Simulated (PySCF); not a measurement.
PySCF input for SiCl₂, SMILES Cl[Si]Cl (connectivity only; charge and spin as stated), neutral, multiplicity 1, PBE0-D3(BJ)/def2-TZVP. Coordinates come from a PBE0-D3(BJ)/def2-TZVP optimisation. The isomer is the one that the SMILES or the coordinates give; other isomers of the formula were not compared.

```python
import numpy as np
from pyscf import gto, scf, dft, df
from pyscf.hessian import thermo

mol = gto.M(
    atom='''
    Si    0.00000000   -0.00000001    0.93282657
    Cl    0.00000000    1.60665231   -0.38410506
    Cl    0.00000000   -1.60665231   -0.38410506
    ''',
    basis='def2-TZVP',
    charge=0,
    spin=0,
    max_memory=1600,
    verbose=3,
)
mf = dft.RKS(mol, xc='pbe0').density_fit(auxbasis='def2-universal-jkfit')
mf.disp = 'd3bj'
mf.grids.level = 3
mf.conv_tol = 1e-11
mf.max_cycle = 100
mf.kernel()

# [left out here: the lines that compute and print the analytic Hessian (its translational invariance restored by hand, since the grid's response is missing), thermochemistry and intensities]
```

Program output:

```
converged SCF energy = -1209.57516443847

WARN: DFTD3 does not support analytical Hessian, using finite difference


WARN: Mole.unit (angstrom) is changed to Bohr

Mode                                 0                   1                   2
Irrep
Freq [cm^-1]                      197.7650            514.5812            520.1476
Reduced mass [au]                  33.9892             30.6195             30.9646
Force const [Dyne/A]                0.7832              4.7770              4.9359
Char temp [K]                     284.5398            740.3678            748.3766
Normal mode                   x     y     z       x     y     z       x     y     z
       0  Si                 0.00 -0.00 -0.08   -0.00 -0.15  0.00    0.00 -0.00 -0.14
       1  Cl                -0.00  0.10  0.03   -0.00  0.06 -0.05    0.00 -0.06  0.06
       2  Cl                 0.00 -0.10  0.03    0.00  0.06  0.05    0.00  0.06  0.06
temperature 298.1500 [K]
pressure 101325.00 [Pa]
Rotational constants [GHz] 14.48570 2.76139 2.31927
Symmetry number 2
Zero-point energy (ZPE) 0.00281 [Eh]   7371.950 [J/mol]
                           tot       elec      trans        rot        vib
Entropy [J/mol/K]       281.786      0.000    166.053    101.566     14.167
Cv [J/mol/K]             42.793      0.000     12.472     12.472     17.849
Cp [J/mol/K]             51.107      0.000     20.786     12.472     17.849
Internal energy [J/mol]                      3718.434   3718.434   9964.387
Internal energy [Eh]   -1209.56854  -1209.57516
Enthalpy [J/mol]                             6197.391   3718.434   9964.387
Enthalpy [Eh]          -1209.56759
Gibbs free energy [J/mol]                  -43311.264 -26563.521   5740.413
Gibbs free energy [Eh] -1209.59959
static polarisability / bohr^3: [[37.374 -0.    -0.   ]
 [-0.    64.484 -0.   ]
 [ 0.    -0.    50.001]]
largest difference of analytic and finite-field dipole derivatives / e: 0.0008375496717905051
mode   freq/cm-1   IR/(km/mol)   Raman/(A^4/amu)   depolarisation
   1      197.77         1.651             4.043            0.554
   2      514.58       194.365            12.211            0.750
   3      520.15        83.992            13.058            0.178
max |gradient| / (hartree/bohr): 2.600765905597132e-05
APT charges: [ 1.0797 -0.5398 -0.5398]
```

The calculation finished and met its thresholds.
